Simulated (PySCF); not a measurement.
# Unknown compound

An unknown has the formula C7H11FO. Its calculated NMR data are:

1H NMR (400 MHz, computed): δ 2.81 (m, 1H), 2.28 (m, 2H), 1.81 (m, 1H), 1.64 (m, 2H), 1.62 (m, 2H), 1.44 (m, 2H), 1.16 (m, 1H).

13C{1H} NMR (computed): δ 174.7, 41.8, 31.2, 30.2, 26.3.

[PySCF: σ from GIAO-PBE0/pcSseg-1; GFN2-xTB structure; a single conformation; one averaged value for each set of equivalent atoms; no relativistic terms; no solvent model]

References, each an isolated molecule treated in the same way: 1H (σ = 31.72 ppm), 13C (σ = 186.93 ppm) against TMS.

Choose the structure that fits.
A. CO/C=C\C/C(C)=C\F
B. CC1(C)C[C@]1(C)C(=O)F
C. CC/C(C)=C(\C)C(=O)F
D. O=C(F)C1CCCCC1
E. C[C@@H]1[C@@H](C)C[C@H]1C(=O)F

## Answers

D. 

1. The formula gives 2 degrees of unsaturation (1 ring in the answer).
2. 5 carbon signals for 7 carbons: some carbons are equivalent by symmetry or fast rotation.
3. Carbon types of the structure: 1 × C, 1 × CH, 5 × CH2, which accounts for all hydrogens.
4. δC 174.7: carbonyl carbon.
5. δC 41.8: sp3 CH α to a carbonyl; the adjacent C=O deshields it moderately.
6. δC 31.2, 30.2, 26.3: sp3 CH2 in a ring; a saturated carbon with 2 carbon neighbours and no heteroatom attached.
7. δH 2.81: hydrogen on an sp3 CH α to a carbonyl; α to C=O.
8. δH 2.28, 1.81, 1.64, 1.62, 1.44, 1.16: hydrogen on an sp3 CH2 in a ring.

The others: CO/C=C\C/C(C)=C\F would give 7 carbon signals, not 5; CC1(C)C[C@]1(C)C(=O)F would give 7 carbon signals, not 5; C[C@@H]1[C@@H](C)C[C@H]1C(=O)F would give 7 carbon signals, not 5; CC/C(C)=C(\C)C(=O)F would give 7 carbon signals, not 5.

Splittings by 19F in the carbon and heteronuclear signals aren't shown, as no couplings were computed. Shifts are as computed. Against solution values, carbons near 30 ppm lie about +3 ppm off and those near 130 ppm about +5 ppm. Of 1211 compounds with measured shifts, 218 miss one by over three times the rms of a fit or turn the order of signals round; such compounds aren't used in these exercises. No couplings were computed; multiplicities are counted from neighbouring protons, with m where these are inequivalent, close in shift, in a saturated or five-membered ring or joined by F or P, and br s for small geminal =CH2 splittings.
